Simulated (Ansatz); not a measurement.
`C[OH+][Al-]([CH3])([CH3])[Cl]`. Charge 0, multiplicity 1.

```
atom   x (Å)   y (Å)   z (Å)
  C1   1.009  -1.821  -0.634
  O2   0.393  -0.648  -1.176
 Al3  -0.615   0.690  -0.111
  C4  -1.141  -0.303   1.494
  C5   0.559   2.247  -0.027
 Cl6  -2.144   0.764  -1.654
  H7   1.671  -1.490   0.163
  H8   0.259  -2.500  -0.225
  H9   1.594  -2.315  -1.409
 H10  -0.195  -0.860  -1.914
 H11  -0.288  -0.573   2.125
 H12  -1.692  -1.220   1.265
 H13  -1.802   0.312   2.114
 H14   1.468   2.043   0.549
 H15   0.865   2.583  -1.021
 H16   0.060   3.091   0.460
```

Task: What are the harmonic wavenumbers in cm⁻¹ at PBE0-D4/def2-TZVP (Ansatz, finite differences of forces, unscaled)? (Estimate.)

Result: Computed: 42, 93, 105, 113, 123, 133, 149, 177, 193, 232, 377, 418, 549, 598, 601, 613, 691, 710, 732, 1058, 1102, 1182, 1221, 1222, 1356, 1439, 1444, 1446, 1452, 1477, 1491, 1500, 3029, 3033, 3070, 3104, 3107, 3111, 3120, 3156, 3182, 3763.

Task: Is this a minimum?

Result: Yes, all 42 modes are real.

Task: Give the ideal-gas thermochemistry at 298.15 K and 1 bar (rigid rotor, harmonic oscillator; point group C1, symmetry number 1).

Result: Zero-point energy 333.2 kJ/mol; H(298) − E = 365.5 kJ/mol; entropy 437.5 J/(mol·K), of which translation 169.0, rotation 120.0, vibration 148.5; G(298) − E = 235.0 kJ/mol. Modes under 100 cm⁻¹ are hindered rotations or soft bends, so the harmonic entropy is rough.

Task: And at 400, 500, 600, 800 and 1000 K?

Result: 
| T (K) | H − E (kJ/mol) | S (J/mol/K) | G − E (kJ/mol) |
| --- | --- | --- | --- |
| 400 | 383.3 | 488.8 | 187.8 |
| 500 | 403.3 | 533.3 | 136.6 |
| 600 | 425.4 | 573.6 | 81.2 |
| 800 | 474.8 | 644.4 | -40.7 |
| 1000 | 529.5 | 705.4 | -175.9 |
